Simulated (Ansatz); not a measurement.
Consider the atomization: `OC[B](Cl)[GeH3]` → B• + C• + Cl• + Ge• + 6 H• + O•.

Computed with Ansatz on PBE0-D4/def2-TZVP structures; ΔE is electronic, products minus reactants. CCSD(T)/CBS adds triple-zeta CCSD(T) − MP2 to the extrapolated MP2 energy (def2 sets, frozen cores). This one scheme is used for every species, atoms too. DFT in def2-TZVPP. B3LYP here is the variant with VWN-RPA as its local correlation; programs differ in this. No spin–orbit coupling; open shells (•) take unrestricted orbitals. Spin–orbit coupling would lower the free atoms: a little for B, C, Cl, O; clearly for Ge. For Ge outer-core shells are correlated without core-valence functions, so the limit isn't a true one: a few kJ/mol of doubt a bond, and 10 to 20 or more in all where bonds break to atoms. Scalar relativity is left out up to krypton. Each species was taken in one conformer, which may not be the lowest.

`OC[B](Cl)[GeH3]`:

```xyz
11

O     1.433   -0.288   -1.294
C     1.338    0.621   -0.213
B    -0.007    0.628    0.579
Cl   -0.177    1.795    1.872
Ge   -1.563   -0.669    0.146
H     1.214   -1.168   -0.979
H     2.175    0.503    0.498
H     1.483    1.625   -0.636
H    -1.020   -2.074   -0.190
H    -2.323   -0.170   -1.095
H    -2.554   -0.803    1.312
```

| level | ΔE (kcal/mol) |
| --- | --- |
| PBE-D4 | 896.3 |
| B3LYP | 868.2 |
| CCSD/def2-TZVPP | 847.9 |
| MP2/def2-QZVPP | 885.3 |

Q: What does CCSD(T)/CBS give? (An estimate is asked.)

A: Ansatz gave: +881.5 kcal/mol. The listed levels differ from it by 14.8, -13.3, -33.6, 3.8 kcal/mol.

Largest T1 diagnostic among the species: 0.014.

The D4 term adds +9.3 kcal/mol with B3LYP and +4.9 kcal/mol with PBE0; it sums over pairs of atoms, weighted by their polarisabilities, and B3LYP, whose exchange is more repulsive, gets the larger term. From PBE to PBE0 (25 % exact exchange), in def2-TZVPP and without D4, ΔE moves by −13.0 kcal/mol: exact exchange takes away binding that semilocal exchange gives to molecules. In def2-TZVPP, CCSD(T) changes the Hartree–Fock value by +220.2 kcal/mol (the triples alone add +13.4 kcal/mol) and MP2 by +232.5 kcal/mol; breaking electron pairs costs correlation energy, which Hartree–Fock lacks.

For atomizations the MP2-based limit and the directly extrapolated one differ by several kJ/mol either way, and by 10 to 25 for some Ge, Se and Sn compounds, so smaller differences from it don't rank the levels.
